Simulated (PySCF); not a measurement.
LaO, doublet, at a GFN2-xTB geometry (such geometries of metal compounds can be far from the true shape) (core potentials on La).

Input for PySCF:
```python
from pyscf import gto, scf, dft

mol = gto.Mole()
mol.atom = '''
    La   -0.000000   -0.000000   -0.248835
    O     0.000000    0.000000    1.772953
'''
mol.basis = 'def2-svp'
mol.ecp = {'La': 'def2-svp'}
mol.charge = 0
mol.spin = 1
mol.verbose = 5
mol.build()

mf = dft.UKS(mol)
mf.xc = 'scan'
mf.kernel()
```

Q: Give the Mulliken (on the basis functions themselves) charges in atom order at the level SCAN/def2-SVP (PySCF).

A: La1 0.42, O2 -0.42

Q: What is the computed dipole moment (SCAN/def2-SVP)?

A: 4.86 D

Q: Predict the number of basis functions from SCAN/def2-SVP.

A: 46

Q: Give the total energy at the level SCAN/def2-SVP.

A: -106.7288 Eh

These values belong to the state on which the SCF converged, which isn't shown to be the lowest.
